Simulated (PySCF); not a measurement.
Assignment exercise: C₄H₈O₂Si

Molfile (atoms numbered from 1):
```
C4H8O2Si
     RDKit          3D

 15 14  0  0  0  0  0  0  0  0999 V2000
    1.9794   -0.8935   -0.4406 C   0  0  0  0  0  0  0  0  0  0  0  0
    2.0775    0.4217   -0.4357 C   0  0  0  0  0  0  0  0  0  0  0  0
    1.1197    1.2968   -0.0503 O   0  0  0  0  0  0  0  0  0  0  0  0
   -0.3404    1.2514    0.6391 Si  0  0  0  0  0  4  0  0  0  0  0  0
   -1.6052    0.1693   -0.3481 C   0  0  0  0  0  0  0  0  0  0  0  0
   -1.7409   -1.1430    0.3092 C   0  0  0  0  0  0  0  0  0  0  0  0
   -1.0688   -2.1170    0.0826 O   0  0  0  0  0  0  0  0  0  0  0  0
    1.0875   -1.4055   -0.1241 H   0  0  0  0  0  0  0  0  0  0  0  0
    2.8012   -1.4973   -0.7775 H   0  0  0  0  0  0  0  0  0  0  0  0
    2.9701    0.9428   -0.7625 H   0  0  0  0  0  0  0  0  0  0  0  0
   -0.7107    2.6518    0.4979 H   0  0  0  0  0  0  0  0  0  0  0  0
   -0.2812    0.7707    2.0191 H   0  0  0  0  0  0  0  0  0  0  0  0
   -2.5641    0.6785   -0.3789 H   0  0  0  0  0  0  0  0  0  0  0  0
   -1.2172    0.0493   -1.3591 H   0  0  0  0  0  0  0  0  0  0  0  0
   -2.5111   -1.1680    1.1071 H   0  0  0  0  0  0  0  0  0  0  0  0
  1  2  2  0
  2  3  1  0
  3  4  1  0
  4  5  1  0
  5  6  1  0
  6  7  2  0
  1  8  1  0
  1  9  1  0
  2 10  1  0
  4 11  1  0
  4 12  1  0
  5 13  1  0
  5 14  1  0
  6 15  1  0
M  END
```

[PySCF: structure optimised with GFN2-xTB; shieldings: GIAO PBE0/pcSseg-1; rapidly exchanging positions averaged; no solvent model; one conformer; non-relativistic Hamiltonian]

References, each an isolated molecule treated in the same way: 13C and 1H vs TMS.

Question: Assign these signals to the numbered atoms. 13C{1H} NMR (computed): δ 204.4, 152.7, 103.8, 39.2.

Answer: 
| δ (ppm) | atoms | environment | reason |
| --- | --- | --- | --- |
| 204.4 | C6 | aldehyde carbonyl carbon | the double bond to the heteroatom, with no lone-pair donor beside it, deshields it most |
| 152.7 | C2 | alkene carbon bearing oxygen | an sp2 carbon further deshielded by the attached heteroatom |
| 103.8 | C1 | β carbon of an enol-ether or enamine type C=C | the O or N lone pair pushes π density onto this β carbon and shields it |
| 39.2 | C5 | sp3 CH2 bonded to Si, α to a carbonyl | α to the electron-withdrawing carbonyl group |

Question: Assign these signals to the numbered atoms. 1H NMR (400 MHz, computed): δ 10.03 (t, 1H), 6.53 (m, 1H), 5.12 (m, 1H), 5.11 (t, 2H), 4.68 (m, 1H), 2.48 (m, 2H).

Answer: 
| δ (ppm) | atoms | environment | reason |
| --- | --- | --- | --- |
| 10.03 | H15 | hydrogen on an aldehyde carbonyl carbon | the C=O anisotropy and electron withdrawal place aldehyde protons far downfield |
| 6.53 | H10 | hydrogen on an alkene carbon bearing oxygen | attached to an sp2 carbon and in the plane of the double bond |
| 5.12 | H8 | hydrogen on a β carbon of an enol-ether or enamine type C=C | attached to an sp2 carbon and in the plane of the double bond |
| 5.11 | H11/H12 | hydrogen on a silicon bonded to C, O | – |
| 4.68 | H9 | hydrogen on a β carbon of an enol-ether or enamine type C=C | lone-pair donation from O or N shields it, upfield of ordinary alkene protons |
| 2.48 | H13/H14 | hydrogen on an sp3 CH2 bonded to Si, α to a carbonyl | α to C=O |

H8 and H11/H12 lie closer than the usual error of such a calculation, so a measured spectrum could show them in the other order.

Shifts are as computed. Against solution values, carbons near 30 ppm lie about +3 ppm off and those near 130 ppm about +5 ppm. Of 1211 compounds with measured shifts, 218 miss one by over three times the rms of a fit or turn the order of signals round; such compounds aren't used in these exercises. Multiplicities follow the n + 1 count of equivalent neighbours, as no J values were calculated; m marks all less simple cases, F and P coupling included.
